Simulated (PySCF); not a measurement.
**Computed properties of Al(Cl)(OH)2 (AlClH2O2), SMILES [OH][Al]([OH])[Cl]**

Al(Cl)(OH)2 (AlClH₂O₂), SMILES [OH][Al]([OH])[Cl]. Geometry optimised at PBE0-D3(BJ)/def2-SVP. The values are those of a single conformer. All values are computed for the isolated molecule unless a solvent is named; none is compared with measurement here.

**Structure.** The optimised structure has Cs symmetry. All 12 harmonic modes at PBE0-D3(BJ)/def2-SVP (PySCF) are real, so it is a minimum. With heavy atoms numbered as in [Al:1]([Cl:2])([OH:3])[OH:5], the shortest bond between them is Al1–O3 at 1.687 Å and the longest Al1–Cl2 at 2.090 Å.

**Vibrations.** The strongest infrared lines (harmonic, unscaled, degenerate partners summed) lie at 330 cm⁻¹ (299 km/mol, H 82 %, O 14 %), 591 cm⁻¹ (271 km/mol, H 64 %, O 28 %), 3987 cm⁻¹ (148 km/mol, H 94 %). The softest mode is at 188 cm⁻¹ and the zero-point energy is 18.3 kcal/mol.

**Electronic structure.** r2SCAN/def2-TZVPD (PySCF) places the frontier levels at -8.10 and -1.34 eV, a gap of 6.76 eV, and gives a dipole moment of 1.78 D and a mean polarisability of 45.6 bohr³.

**Excitations.** TDDFT-M06-2X/def2-SVPD (PySCF) has S1 at 7.29 eV (170 nm, f = 0.033, weak); the most intense of the 10 singlets computed lies at 8.33 eV (f = 0.18). T1 (TDA) is at 7.03 eV. No vertical singlet excitation falls in the visible range (under 3.1 eV).

**NMR.** GIAO shifts at PBE0/pcSseg-2 (PySCF) (non-relativistic, atoms alike by connectivity averaged): ¹H at 1.8 ppm against TMS. Without spin–orbit terms, shifts of atoms bonded to Cl or Br come out too high.
